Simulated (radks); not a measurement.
Valence configurations of Tb+ (all share [Xe]). Calculated with a radial shooting solver on a logarithmic mesh with Libxc functionals: scalar-relativistic Kohn-Sham, r2SCAN, spin-polarised, spherical densities, finite nucleus; open shells are filled with parallel spins first (spin-orbit coupling, left out, can overturn this in heavy ions); meta-GGA in the generalised Kohn-Sham scheme; Fermi nuclear charge, rms radius 5.06 fm. Energies are relative to 4f9 6s1; eigenvalues in eV for spin up.

valence          E (eV)  moment (Bohr magnetons)    e(4f)   e(5d)   e(6p)    e(6s)
4f9 6s1           0.000                        6  -11.011       -       -   -9.274
4f8 5d1 6s1       0.483                        8  -17.456  -8.870       -  -10.136
4f8 5d0.5 6s1.5   0.939                        7  -18.793  -9.489       -  -10.405
4f8.5 6s1 6p0.5   0.979                        7  -15.812       -  -6.669  -10.555
4f8 6s2           1.008                        6  -20.073       -       -  -10.544
4f9 5d0.5 6s0.5   1.046                        6  -10.092  -6.607       -   -8.572
4f9 6p1           3.434                        6  -12.288       -  -6.356        -
4f8 6s1 6p1       3.622                        8  -21.059       -  -7.558  -11.765
4f10              4.595                        4   -5.873       -       -        -
4f6 6s2 6p2      40.879                        8  -43.714       -  -9.927  -15.321

NIST lists [Xe] 4f9 6s1 as the ground configuration; this level of theory agrees among the configurations tried. The energies are those of spherical high-spin densities, not of single terms.
